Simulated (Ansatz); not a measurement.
2-fluorocyclopenta-1,3-diene (C5H5F), SMILES C1C=CC(=C1)F.

Coordinates come from a PBE0-D3(BJ)/def2-SVP optimisation. Other conformers were not sampled.

Two levels are set side by side: PBE/def2-SVPD (Ansatz, a first-principles code) and CAM-B3LYP/def2-SVPD (Ansatz). Energy differences of separate SCF runs at the same geometry; the states with an electron removed or added have multiplicity 2 and 2. Differences are taken from unrounded values.

```json
[
 {"quantity": "vertical ionisation energy (eV)", "PBE": "8.60"},
 {"quantity": "vertical singlet–triplet gap (eV)", "PBE": "3.21"}
]
```

Task: These are the PBE values. What does CAM-B3LYP give? (An estimate is asked for; the answer gives what the named calculation found.)

Result: 
```csv
quantity,CAM-B3LYP,PBE minus CAM-B3LYP
vertical ionisation energy (eV),8.71,-0.12
vertical singlet–triplet gap (eV),3.26,-0.05
```

Here PBE gives about what the other level gives.
